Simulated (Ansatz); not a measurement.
C2H7OY, SMILES `[CH3][Y]([CH3])[OH]`. The species carries charge 0 and has multiplicity 1. Y: def2 effective core potential. Geometry: relaxed with PBE0-D4/def2-TZVP. It is one conformer, not always the lowest.

```xyz
11

C     1.454   -0.327   -1.398
Y    -0.624   -0.504   -0.296
C    -0.384   -0.014    2.000
O    -2.158    0.413   -1.203
H     1.420   -0.399   -2.492
H     1.904    0.651   -1.169
H     2.184   -1.074   -1.052
H    -0.368    1.072    2.163
H     0.565   -0.396    2.403
H    -1.182   -0.400    2.649
H    -2.811    0.978   -1.603
```

Task: What is the dipole moment at r2SCAN/def2-TZVPP? (Best estimate.)

Result: The calculation gave: 3.32 D, with components (-1.95, -2.56, -0.81) D in this frame, pointing from negative to positive charge.

Task: And with PBE, B3LYP, ωB97M-V? (Best estimate.)

Result: The calculation gave: PBE 3.11 D, B3LYP 3.31 D, ωB97M-V 3.46 D.

Task: Give the Mulliken charges with r2SCAN, B3LYP, PBE in def2-TZVPP. (Best estimate.)

Result: Computed: 
```
atom  r2SCAN  B3LYP    PBE
  C1   -0.60  -0.69  -0.68
  Y2    1.21   1.25   1.16
  C3   -0.60  -0.68  -0.68
  O4   -0.60  -0.57  -0.52
  H5    0.06   0.08   0.09
  H6    0.08   0.10   0.10
  H7    0.06   0.08   0.08
  H8    0.08   0.10   0.10
  H9    0.06   0.08   0.09
 H10    0.06   0.08   0.08
 H11    0.20   0.18   0.18
```

B3LYP here is the variant with VWN-RPA as its local correlation; programs differ in this.
